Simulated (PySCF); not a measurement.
# Static response to an electric field

AlMe2(iBu), C6H15Al.
Geometry (PBE0-D3(BJ)/def2-SVP, Å), atoms numbered from 1 in this order:
```
atom  x, y, z in Å
Al1    0.5683    0.7787    0.9091
C2     2.5327    0.7693    0.9055
H3     2.9447    1.3865    1.7226
H4     2.9143    1.2158   -0.0306
H5     2.9687   -0.2386    0.9897
C6    -0.3489    2.5155    0.8694
H7    -0.2333    2.9833   -0.1254
H8     0.0803    3.2304    1.5920
H9    -1.4306    2.4415    1.0658
C10   -0.4494   -0.9214    0.9386
C11   -0.8957   -1.4243   -0.4441
C12    0.2998   -1.6469   -1.3654
C13   -1.9056   -0.4778   -1.0857
H14   -1.3382   -0.7974    1.5853
H15    0.1763   -1.6925    1.4248
H16   -1.3985   -2.4022   -0.3203
H17    0.8297   -0.6967   -1.5690
H18   -0.0052   -2.0604   -2.3397
H19    1.0322   -2.3362   -0.9174
H20   -1.4629    0.5186   -1.2656
H21   -2.7848   -0.3305   -0.4399
H22   -2.2581   -0.8598   -2.0569
```

Level: CAM-B3LYP/def2-SVPD (PySCF), static field, nuclei fixed, core orbitals frozen in the response. The polarisability tensor in these axes (au):

```
x   104.18   1.09   4.09
y     1.09 103.26   6.08
z     4.09   6.08  91.88
```

Problem. Give the principal values, the mean and the anisotropy Δα = √{½[(α1 − α2)² + (α2 − α3)² + (α1 − α3)²]}.

Solution. Principal values 88.52, 102.78 and 108.02 au; mean 99.77 au = 14.78 Å³ = 16.45 × 10⁻⁴⁰ C²·m²/J; Δα = 17.48 au (18 % of the mean).

Problem. What is the dipole moment, and where does it point?

Solution. (-0.20, -0.35, 0.03) D, 0.40 D in size, pointing from the negative to the positive side. Measured along this direction, the outermost atoms are H8 at the negative end and H16 at the positive end.

Problem. Orientational against electronic polarisability at 400 K (dilute gas, rigid molecules)?

Solution. In Gaussian units μ²/3kT = 0.98 Å³ against 14.78 Å³, a ratio of 0.07; the Debye molar polarisation (4π/3)N_A(α + μ²/3kT) is 39.8 cm³/mol, leaving out the vibrational part.

Problem. Rayleigh depolarisation ratio (linearly polarised light, static tensor)?

Solution. ρ = 3Δα²/(45ᾱ² + 4Δα²) = 916.8/(447958 + 1222.4) = 0.00204.

Problem. Along which axes do the principal values lie, and how far do the nuclei extend along each?

Solution. Largest value along (0.62, 0.67, 0.41), where the nuclei span 6.29 Å; middle along (0.75, -0.65, -0.08), 5.14 Å; least along (-0.21, -0.36, 0.91), 3.40 Å. The response follows the extents in order.

Problem. Find the Langevin capture rate constant for NH4+ (18.034 u) meeting this molecule (114.099 u), k = 2.342 × 10⁻⁹ cm³/s × √(α in Å³ / reduced mass in u).

Solution. The reduced mass is 15.57 u, so k = 2.28 × 10⁻⁹ cm³/s. The formula leaves out the permanent dipole, which adds to the capture rate.

Problem. In TDDFT the mean static polarisability is Σ f/ω² over all singlet excitations (ω in hartree). How much of it do the 15 lowest give? Their energies (eV) and oscillator strengths: 5.33, 0.0022; 5.71, 0.0008; 6.42, 0.0779; 6.70, 0.0981; 7.43, 0.0370; 7.75, 0.0028; 7.95, 0.0012; 8.01, 0.0035; 8.10, 0.0004; 8.18, 0.0572; 8.21, 0.0052; 8.25, 0.0235; 8.38, 0.0118; 8.43, 0.0177; 8.48, 0.0160.

Solution. They add up to 5.10 au, 5.1 % of the 99.77 au; the largest single term is 1.62 au, from the state at 6.70 eV. Terms in order: 0.06, 0.02, 1.40, 1.62, 0.50, 0.03, 0.01, 0.04, 0.00, 0.63, 0.06, 0.26, 0.12, 0.18, 0.16 au. Higher excitations give the rest. The strengths listed sum to 0.355.

Geometry: PBE0-D3(BJ)/def2-SVP, one conformer, isolated molecule.

The run behind these numbers computed excited states as well. Hardware: an AMD EPYC 9R45 with 2 threads, shared host. Cost: 38 s wall, 88 s CPU (with the writing of density and orbital grids), 1.7 GiB resident at most.
